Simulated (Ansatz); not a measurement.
In7As7. Total charge 0; triplet. Geometry PBE-D4/def2-SVP, that of the neutral singlet; atoms count from 1.

```csv
atom,x (Å),y (Å),z (Å)
In1,-0.4270,-0.4656,2.1055
In2,-0.3000,0.7759,-2.3069
In3,2.5821,0.3284,1.5177
In4,1.2351,-1.7255,-0.8248
In5,-1.3363,-3.8041,0.7360
In6,0.2345,2.4796,0.3913
In7,-3.6342,1.0272,-0.8416
As8,2.2423,-0.0707,-2.6942
As9,1.7103,-2.2019,1.7164
As10,-2.6513,-1.1536,0.8889
As11,2.5729,1.5439,-0.8596
As12,-1.5120,2.9599,-1.4322
As13,0.7527,1.8609,2.8927
As14,-1.4691,-1.5543,-1.2893
```

In the def2 sets In takes a core potential; there is no spin–orbit coupling. Single mean-field runs in def2-TZVP are fitted with def2-universal-jkfit. At PBE0-D4/def2-TZVP a singlet of charge 0 lies 0.88 eV below the triplet at the same geometry.

Q: Estimate the Mulliken populations from the PBE0/def2-TZVP orbitals of Ansatz.

A: 
| atom | charge (e) | spin (α − β) |
| --- | --- | --- |
| In1 | 0.36 | 0.18 |
| In2 | 0.39 | -0.05 |
| In3 | 0.33 | 0.30 |
| In4 | 0.36 | 0.12 |
| In5 | 0.37 | 0.11 |
| In6 | 0.36 | 0.07 |
| In7 | 0.43 | 0.30 |
| As8 | -0.22 | 0.09 |
| As9 | -0.44 | 0.04 |
| As10 | -0.43 | 0.17 |
| As11 | -0.30 | 0.07 |
| As12 | -0.41 | 0.37 |
| As13 | -0.36 | 0.12 |
| As14 | -0.45 | 0.13 |
Mulliken values depend strongly on the basis.

Q: Where does the spin sit?

A: Summed by element: In 1.01, As 0.99, of 2 unpaired in all. Largest on single atoms: As12 0.37, In7 0.30, In3 0.30.

Q: And the Mayer bond orders between heavy atoms (over 0.3)?

A: In1–As9 0.73 (2.78 Å); In1–As10 0.80 (2.63 Å); In1–As13 0.83 (2.72 Å); In2–As8 0.80 (2.71 Å); In2–As12 0.88 (2.65 Å); In2–As14 0.59 (2.80 Å); In3–As9 0.75 (2.68 Å); In3–As11 0.73 (2.67 Å); In3–As13 0.69 (2.75 Å); In4–As8 0.75 (2.69 Å); In4–As9 0.88 (2.63 Å); In4–As14 0.60 (2.75 Å); In5–As10 0.37 (2.96 Å); In5–As14 0.32 (3.03 Å); In6–As11 0.68 (2.81 Å); In6–As12 0.89 (2.57 Å); In6–As13 0.94 (2.63 Å); In7–As10 0.48 (2.95 Å); In7–As12 0.59 (2.93 Å); As8–As11 1.00 (2.47 Å); As10–As14 0.99 (2.51 Å).
